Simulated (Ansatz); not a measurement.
C$_{3}$H$_{10}$SSi (`CC[SiH2]SC`), charge 0, multiplicity 1.

(1) Give a relaxed structure at PBE0-D4/def2-TZVP (Ansatz). (Best estimate.)

Results:

(1) The calculation gave: 
Z-matrix (Å, degrees):
```
C
C 1 1.524
H 1 1.093 2 111.2
H 1 1.093 2 111.6 3 -120.5
H 1 1.093 2 111.3 3 119.4
Si 2 1.875 1 113.9 3 -58.8
H 2 1.097 1 110.9 3 -179.6
H 2 1.096 1 110.7 3 63.5
S 6 2.131 2 112.9 1 58.0
H 6 1.491 2 109.2 1 -179.9
H 6 1.487 2 110.9 1 -58.8
C 9 1.816 6 99.5 2 63.9
H 12 1.090 9 111.0 6 56.2
H 12 1.090 9 106.9 6 174.7
H 12 1.090 9 111.4 6 -66.7
```
This is one stationary point; other conformers may exist.
